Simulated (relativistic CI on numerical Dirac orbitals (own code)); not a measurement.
**Ru+: 3d photoemission**

Computed with this model: Dirac-Coulomb-Breit CI, KLI orbitals optimised for each configuration, a model potential for QED, valence Slater integrals scaled by 0.7, multiplet model of photoemission in the sudden approximation; configurations [Kr] 4d7 → [Ar] 3d9 4s2 4p6 4d7; 300 K; Lorentzian 0.3 eV and Gaussian 0.5 eV FWHM. Energies are those of the free ion, without screening or charge transfer. The energies are binding energies and can lie tens of eV above those of solids. S is read from ⟨S²⟩ = S(S + 1).

Field parameters in Wybourne normalisation: D3d B²₀ = −7Dσ, B⁴₀ = −14Dq − 21Dτ, B⁴₃ = −14√(10/7) Dq. The field is a parameter set, without covalency.

free ion: ground-state S = 1.48, centroid 297.51 eV. Peaks (eV, height): 295.1 (100), 297.2 (14), 298.1 (18), 299.2 (13), 300.5 (39), 301.7 (23).

D3d, 10Dq = 14550, Dσ = -1200, Dτ = -40 cm⁻¹: ground-state S = 0.63, centroid 297.73 eV. Peaks (eV, height): 295.5 (100), 298.4 (14), 300.1 (41), 301.8 (12).

Strongest unbroadened transitions for D3d, 10Dq = 14550, Dσ = -1200, Dτ = -40 cm⁻¹:

```
Energy (eV)  Relative strength
     295.13               45.2
     295.14              100.0
     295.32               31.9
     295.33               50.3
     295.34               23.4
     295.38               46.2
     295.39               40.3
     295.41               24.6
     295.42               29.2
     295.49               28.4
     295.50               25.0
     295.51               32.6
     295.58               37.5
     295.65               74.5
     295.66               22.8
     295.67               33.3
     295.71               20.2
     295.81               41.7
```
